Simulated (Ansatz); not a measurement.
Geometry optimisation, DFT PBE, scalar-relativistic, plane waves, PAW (Ansatz).

Input file:

```yaml
crystal:
  lattice:
    - [0.0, 5.43, 5.43]
    - [5.43, 0.0, 5.43]
    - [5.43, 5.43, 0.0]
  atoms:
    - { symbol: Si, position: [0.0, 0.0, 0.0] }
    - { symbol: Si, position: [0.125, 0.125, 0.125] }
    - { symbol: Si, position: [0.0, 0.0, 0.5] }
    - { symbol: Si, position: [0.125, 0.125, 0.625] }
    - { symbol: Si, position: [0.0, 0.5, 0.0] }
    - { symbol: Si, position: [0.125, 0.625, 0.125] }
    - { symbol: Si, position: [0.0, 0.5, 0.5] }
    - { symbol: Si, position: [0.125, 0.625, 0.625] }
    - { symbol: Si, position: [0.5, 0.0, 0.0] }
    - { symbol: Si, position: [0.625, 0.125, 0.125] }
    - { symbol: Si, position: [0.5, 0.0, 0.5] }
    - { symbol: Si, position: [0.625, 0.125, 0.625] }
    - { symbol: Si, position: [0.5, 0.5, 0.0] }
    - { symbol: Si, position: [0.625, 0.625, 0.125] }
    - { symbol: Si, position: [0.5, 0.5, 0.5] }
    - { symbol: Si, position: [0.625, 0.625, 0.625] }
    - { symbol: Al, position: [0.814513, 0.3170202, 0.3149644], spin: 1.0 }
magnetization:
  spin_polarized: true
basis:
  ecutwfc: 420.0
kpoints:
  mp_grid: { grid: [2, 2, 2] }
hamiltonian:
  xc: pbe
  pseudopotentials: { kind: paw, azcp: { folder: soft_1 } }
scf:
  occupations: { method: fermi_dirac, width: 0.05 }
  lower_state_search: "off"
relax:
  f_tol: 0.08
  max_steps: 25
  adjacent_minimum: "off"
```

Command:

```bash
$ ansatz run input.yaml --threads 1 --pin off --max-ram 3072MiB --backend cpu --events-out ev --progress --plain --runs-dir out
```

Task: Where does it end, and by what steps?

Result: The run converged. Limits of this set-up: coarse k mesh, a small cell, in which the defect meets its images. After 7 steps the energy has fallen by 2.017 eV; Al17 moved furthest, 1.04 Å. Joined: Si4–Al17 (3.49 → 2.74 Å), Si6–Al17 (3.48 → 2.74 Å), Si7–Al17 (3.47 → 2.43 Å), Si16–Al17 (3.48 → 2.74 Å).

| step | energy less start (eV) | largest force component (eV/Å) | accepted |
| --- | --- | --- | --- |
| 0 | 0.0000 | 2.632 | yes |
| 1 | -0.9508 | 1.081 | yes |
| 2 | -1.2804 | 0.295 | yes |
| 3 | -1.4489 | 0.479 | yes |
| 4 | -1.6386 | 0.385 | yes |
| 5 | -1.8238 | 0.328 | yes |
| 6 | -1.9713 | 0.135 | yes |
| 7 | -2.0173 | 0.012 | yes |

```xyz
17
Lattice="0.0000 5.4300 5.4300 5.4300 0.0000 5.4300 5.4300 5.4300 0.0000" Properties=species:S:1:pos:R:3
Si -0.024 -0.048 -0.048
Si 1.304 1.323 1.324
Si 2.628 2.728 -0.087
Si 4.033 4.050 1.318
Si 2.628 -0.088 2.729
Si 4.033 1.318 4.051
Si 5.431 2.715 2.716
Si 6.741 4.025 4.026
Si -0.017 2.697 2.698
Si 1.327 4.041 4.042
Si 2.668 5.382 2.691
Si 4.039 6.753 4.019
Si 2.668 2.690 5.382
Si 4.039 4.018 6.753
Si 5.444 5.342 5.343
Si 6.766 6.748 6.748
Al 4.025 6.739 6.740
```

The run took 2.3 min on 1 thread of Arm Neoverse V1 (shared host), peak memory 0.66 GiB.
